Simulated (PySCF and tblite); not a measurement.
Values are calculated unless marked as measured or tabulated.
C₆H₁₁NOSi, numbered as in [CH3:1][CH:2]([CH3:3])[c:4]1[o:5][cH:6][n:7][c:8]1[SiH3:9].

Search: ETKDG and KDG, MMFF94s, GFN2-xTB, 60 starts; geometries at GFN2-xTB. Free energies are B3LYP-D3(BJ)/def2-SVP (IEF-PCM, acetone) single points with GFN2-xTB rigid-rotor and vibrational terms (modes under about 100 cm⁻¹ blended into free rotors). Symmetry numbers and mirror images are counted. Conformers within 2.5 kcal/mol (GFN2-xTB free energy) were kept, 2 at most. Run with PySCF (density fitting) and tblite.

Torsions listed: C1–C2–C4–O5. Of a mirror pair one member is shown.

```tsv
conformer	shape	symmetry
1	60°	Cs
2	-106°	C1 (pair)
```

Task: Which of these conformers is the most populated at 298.15 K, and with what share?

Result: Conformer 1, about 79 %.

Task: Give the DFT energies and free energies relative to the lowest, and all weights.

Result: 
```csv
conformer,shape,E(DFT) kcal/mol,G(298.15 K) kcal/mol,weight %
1,60°,0.00,0.00,78.7
2,-106°,0.62,0.78,21.3
```

Task: How does its share change from 250 K to 350 K?

Result: From 83 % to 75 %; the mixing entropy goes from 1.14 to 1.47 cal/(mol K).
